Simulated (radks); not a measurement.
The numbers below are computed, except where a source is named.
Question: Ag3+, configuration [Kr] 4d8. Level of theory: Dirac Kohn-Sham, BLYP, spin-unpolarised, spherical densities, point nucleus; open shells fill j = l - 1/2 first (a radial shooting solver on a logarithmic mesh with Libxc functionals). Some entries of the table are withheld. Estimate them.

orbital,occ.,eigenvalue (hartree),<r^2> (bohr^2),<r> (bohr)
1s1/2,2,-931.9338,0.001308,0.03111
2s1/2,2,(1),(2),0.1345
2p1/2,2,-128.7453,0.01599,0.1141
2p3/2,4,-122.2988,0.01732,0.1192
3s1/2,2,-26.54703,0.1554,0.3684
3p1/2,2,-22.69978,0.1508,0.3600
3p3/2,4,-21.56204,0.1599,0.3710
3d3/2,4,-14.74858,(3),(4)
3d5/2,6,-14.51938,(5),(6)
4s1/2,2,-4.90342,(7),0.9052
4p1/2,2,-3.68196,1.068,0.9664
4p3/2,4,-3.48908,1.134,0.9958
4d3/2,4,-1.61565,1.835,1.245
4d5/2,4,-1.59104,1.875,1.259

Answer: 
(1) 2s1/2 eigenvalue (hartree): -138.4191
(2) 2s1/2 <r^2> (bohr^2): 0.02140
(3) 3d3/2 <r^2> (bohr^2): 0.1409
(4) 3d3/2 <r> (bohr): 0.3437
(5) 3d5/2 <r^2> (bohr^2): 0.1436
(6) 3d5/2 <r> (bohr): 0.3472
(7) 4s1/2 <r^2> (bohr^2): 0.9277
